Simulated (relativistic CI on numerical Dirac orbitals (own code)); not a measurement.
**How well does a small relativistic CI reproduce K⁵⁺?**

Method of calculation: Dirac-Coulomb-Breit CI, separate exchange-only KLI orbitals for each configuration, QED by a radiative potential, valence Slater integrals scaled by 0.85, P86 correlation energy added to each configuration (own radial code, finite nucleus).

Configuration list (outside the closed core [Ne]): 3s²3p², 3s3p³, 3s²3p3d, 3p⁴, 3s3p²3d, 3s²3p4s, 3p³3d, 3s²3p4p, 3s3p3d², 3s²3p4d, 3s²3p4f, 3s3p²4s, 3s²3p5s, 3s²3p5p, 3s3p²4p, 3s²3p5d, 3s²3p5f, 3s²3p5g, 3s²3p6s, 3s3p²4d, 3s²3p6p, 3s²3p6d, 3s3p²4f, 3s²3d4p, 3s3p²5s, 3p³4s, 3s3p²5p, 3s3p²5d, 3s3p3d4s, 3p³4p, 3s3p²5f, 3s3p²5g, 3s3p²6s, 3s²3d², 3s3d³, 3p²3d², 3p3d³, 3p3d²4s, 3p3d²4p, 3p3d²4d, 3s²3d4s, 3s3d²4s. Double excitations out of closed p, d and f shells are left out; levels of such configurations are missing from the list, as are those of other unlisted configurations, and high levels can miss mixing partners. These lack a partner that the ground configuration has and come out too high: 3s3p²4p, 3s3p²4d, 3s3p²4f, 3s3p²5s, 3s3p²5p.

```csv
Configuration,Term (tabulated),J,Measured (cm⁻¹),Computed,Error,Purity (%)
3s²3p²,3P,0,0.0,0,0,96
3s²3p²,3P,1,1132.5,1131,-2,97
3s²3p²,3P,2,2927.2,2908,-19,96
3s²3p²,1D,2,18977.8,18502,-476,96
3s²3p²,1S,0,43358.8,41397,-1962,95
3s3p³,3D°,1,140741.3,143842,3100,87
3s3p³,3D°,2,140795.4,143886,3091,87
3s3p³,3D°,3,140995.7,144086,3090,88
3s3p³,3P°,0,163421.3,164543,1122,88
3s3p³,3P°,1,163435.0,164565,1130,88
3s3p³,3P°,2,163438.0,164591,1153,87
3s3p³,1D°,2,178872.9,182283,3411,56
3s3p³,3S°,1,218317.3,215834,-2483,90
3s3p³,1P°,1,223840.1,222248,-1592,81
3s²3p3d,3P°,2,252327.0,253088,761,58
3s²3p3d,3P°,1,253503.0,254616,1113,85
3s²3p3d,3P°,0,254037.0,255165,1128,87
3s²3p3d,3D°,1,260069.0,261047,978,84
3s²3p3d,3D°,2,260503.0,261474,971,84
3s²3p3d,3D°,3,260786.0,261749,963,86
3s²3p3d,1F°,3,285687.0,286616,929,96
3s²3p3d,1P°,1,293723.0,293606,-117,86
3s²3p4s,3P°,0,387423.0,389725,2302,96
3s²3p4s,3P°,1,388116.0,390410,2294,91
3s²3p4s,3P°,2,390496.0,392769,2273,96
3s²3p4s,1P°,1,394420.0,396973,2553,91
```

Measured levels from Sansonetti, J. Phys. Chem. Ref. Data 37, 7 (2008); pairs were made by configuration, J and term (by order where the table uses no LS term), so strongly mixed levels may be paired wrongly.

Mean error by configuration (cm⁻¹): 3s²3p² -615; 3s3p³ 1336; 3s²3p3d 841; 3s²3p4s 2355. Over the excited levels the mean absolute error is 1560 cm⁻¹ (25 of the 25 excited levels that our extract of the source holds in range could be paired), and the median relative error of those above 1,000 cm⁻¹ is 0.64 %.
